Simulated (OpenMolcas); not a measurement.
Computed levels of 4s² 4p² in ions with 32 electrons, in cm-1 above ³P₀.

| Item | Value |
| --- | --- |
| Program | OpenMolcas |
| Method | SS-CASPT2, IPEA 0.25 Eh, imaginary shift 0.1 Eh |
| Basis | ANO-RCC-VTZP |
| Scalar Hamiltonian | DKH2, point nucleus |
| Spin-orbit coupling | RASSI with atomic mean-field integrals over the reference wave functions, term energies averaged over their components |

Active space for each ion: 2 electrons in 3 orbitals (4p); closed shells correlated by CASPT2: 3d 4s.

```tsv
Level	Ge	Se2+	Br3+	Kr4+
³P₁	486	1553	2380	3350
³P₂	1267	3610	5230	7040
¹D₂	8520	13080	16210	19540
¹S₀	18660	28690	34230	39760
```

**Question.** Estimate ³P₂, ¹D₂, ¹S₀ for As+ from its neighbours Ge and Se2+.

**Answer.** ³P₂ is fine structure, which grows about as the fourth power of a screened charge, so the fourth roots are averaged: ((1267^0.25 + 3610^0.25) / 2)^4 = 2213. The calculation gives 2290, so the estimate is off by -3.4 %; the measured value is 2541 (NIST Handbook of Basic Atomic Spectroscopic Data).
¹D₂ is another term, which grows about linearly with the charge: (8520 + 13080) / 2 = 10800. The calculation gives 10170, so the estimate is off by +6.2 %; the measured value is 10096 (NIST Handbook of Basic Atomic Spectroscopic Data).
¹S₀ is another term, which grows about linearly with the charge: (18660 + 28690) / 2 = 23675. The calculation gives 23020, so the estimate is off by +2.8 %; the measured value is 22599 (NIST Handbook of Basic Atomic Spectroscopic Data).

Term energies are means over components that CASPT2 splits; among the terms shown or strongly mixed into the levels shown the widest spread is 110 cm-1 (4s² 4p² ¹D, Br3+). With the s shell closed, the reference lacks s² → p² mixing. Some terms miss by over 15 % even with CASPT2, which points to a basis or an active space too small for the shells correlated (holds for Ge). Measured partners are found by configuration, term and J. A level has none where our copy of the source lacks it or the pairing is in doubt (some pairs that miss far off the trend of their configuration count as doubtful), and it then counts in no deviation. Levels of configurations outside the active space are missing.
